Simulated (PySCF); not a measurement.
Compound: C₇H₁₁O (charge -1).
SMILES: `C=C([O-])CCC1CC1`

A PySCF run (density fitting, gas phase, GFN2-xTB geometry) gave HOMO 1.39 eV, LUMO 3.82 eV and E = -348.387 Eh.

Question: Which of these levels was it?
A. revPBE/def2-SVP
B. PBE0/pcSseg-1
C. B97-D/IGLO-II
D. KT3/pcSseg-1

Answer: C. It is B97-D/IGLO-II. All candidates on this geometry:

| level and settings | kind | basis functions | SCF cycles | E (Eh) | HOMO (eV) | LUMO (eV) |
| --- | --- | --- | --- | --- | --- | --- |
| KT3/pcSseg-1 | GGA | 191 | 17 | -353.9940 | 1.45 | 3.60 |
| revPBE/def2-SVP | GGA | 167 | 17 | -348.1932 | 1.83 | 4.20 |
| B97-D/IGLO-II, energy threshold 1e-06 Eh | GGA | 242 | 11 | -348.3871 | 1.39 | 3.82 |
| PBE0/pcSseg-1 | global hybrid | 191 | 15 | -348.1083 | 0.34 | 4.51 |

The nearest other candidate, by the summed differences of HOMO and LUMO, is KT3/pcSseg-1: its HOMO differs by +0.06 eV and its LUMO by -0.22 eV. B97-D ran without the empirical dispersion term, which would shift the total energy alone. Cycle counts include a coarse-grid stage where the run had one. KT3 was designed for NMR shieldings or shifts; total energies of different functionals aren't comparable. The HOMO energy is positive at B97-D/IGLO-II, KT3/pcSseg-1, PBE0/pcSseg-1 and revPBE/def2-SVP; such an orbital is held in place by the finite basis.

Shape of the structure used: `[CH2:1]=[C:2]([O-:3])[CH2:4][CH2:5][CH:6]1[CH2:7][CH2:8]1`: C1–C2–C4–C5 -128°, C2–C4–C5–C6 -169°, C4–C5–C6–C7 83°.
